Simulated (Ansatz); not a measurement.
**Loss of HBr: SnHBr3 → SnBr2 + HBr**

Species: SnHBr3 `[Br][SnH]([Br])[Br]`, singlet; SnBr2 (tin(ii) bromide) `[Br][Sn][Br]`, singlet; HBr (hydrogen bromide), singlet. 

Shapes, held fixed at every level: PBE0-D4/def2-TZVP. Programs: Ansatz 0.2.0. The zero-point and thermal change to 298 K, harmonic and unscaled (PBE0-D4/def2-TZVP), is -2.7 kJ/mol.

| level | kind | ΔH(298 K) (kJ/mol) | less CCSD(T)/def2-TZVPP |
| --- | --- | --- | --- |
| SPW92/def2-TZVPP | LDA | +58.0 | +2.7 |
| r2SCAN-D4/def2-TZVPP | meta-GGA | +54.6 | -0.7 |
| BHLYP-D4/def2-TZVPP | global hybrid | +55.2 | -0.1 |
| wB97M-V/def2-TZVPP | range-separated hybrid | +56.2 | +0.9 |
| B2PLYP/def2-TZVPP | double hybrid | +34.7 | -20.6 |
| CCSD(T)/def2-SVP | coupled cluster or CI | +51.9 | -3.4 |
| CCSD(T)/def2-TZVPP | coupled cluster or CI | +55.3 | 0.0 |

The highest level, CCSD(T)/def2-TZVPP, gives ΔH(298 K) = +55.3 kJ/mol; the levels span +34.7 to +58.0. The column of differences is taken from that level and isn't an error. No measured value is set beside it here. For atoms past krypton def2 sets carry core potentials with scalar relativity. Relativity is left out for Br. Outer-core shells of Br, Sn are correlated in most correlated rows, in sets that cover them unevenly.
